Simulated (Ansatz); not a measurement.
Geometry optimisation, Ansatz, RKS r2SCAN/def2-SVP.

Input file:

```yaml
crystal:
  periodic: [false, false, false]
  atoms:
    - { symbol: "N", position_ang: [-0.3085, -1.9556, -0.1058] }
    - { symbol: Si, position_ang: [0.5208, -0.5133, -0.0441] }
    - { symbol: F, position_ang: [2.0404, -0.6368, 0.2073] }
    - { symbol: O, position_ang: [0.1718, 0.5831, -1.179] }
    - { symbol: C, position_ang: [-0.1503, 1.5492, -0.1504] }
    - { symbol: O, position_ang: [-0.2134, 0.5799, 0.9306] }
    - { symbol: H, position_ang: [-1.3098, -1.6616, -0.2038] }
    - { symbol: H, position_ang: [-0.2309, -2.3768, 0.7633] }
    - { symbol: H, position_ang: [-1.1022, 2.0956, -0.2292] }
    - { symbol: H, position_ang: [0.6652, 2.2851, 0.0141] }
basis:
  gaussian: { orbitals: def2-SVP }
hamiltonian:
  xc: r2scan
relax:
  f_tol: 0.015
  max_steps: 40
```

Run as:

```bash
$ ansatz run input.yaml --threads 2 --pin off --max-ram 3072MiB --backend cpu --events-out ev --progress --plain --runs-dir out
```

Q: Where does it end, and by what steps?

A: It converged. After 9 steps the energy has fallen by 0.829 eV; H8 moved furthest, 0.67 Å.

| step | energy less start (eV) | largest force component (eV/Å) | accepted |
| --- | --- | --- | --- |
| 0 | 0.0000 | 2.563 | yes |
| 1 | -0.4958 | 1.257 | yes |
| 2 | -0.6743 | 1.151 | yes |
| 3 | -0.7315 | 0.835 | yes |
| 4 | -0.8001 | 0.846 | yes |
| 5 | -0.8046 | 0.792 | yes |
| 6 | -0.8010 | 0.833 | no |
| 7 | -0.8246 | 0.169 | yes |
| 8 | -0.8291 | 0.028 | yes |
| 9 | -0.8295 | 0.013 | yes |

```xyz
10
Properties=species:S:1:pos:R:3
N -0.440 -1.863 0.103
Si 0.429 -0.425 0.099
F 1.957 -0.867 0.360
O 0.235 0.683 -1.150
C -0.106 1.666 -0.168
O -0.071 0.884 1.029
H -1.440 -1.918 -0.045
H -0.005 -2.765 0.260
H -1.118 2.074 -0.348
H 0.642 2.479 -0.138
```

The run took 21 s on 2 threads of Intel(R) Xeon(R) 6975P-C (Granite Rapids), on a shared host, peak memory 0.21 GiB.
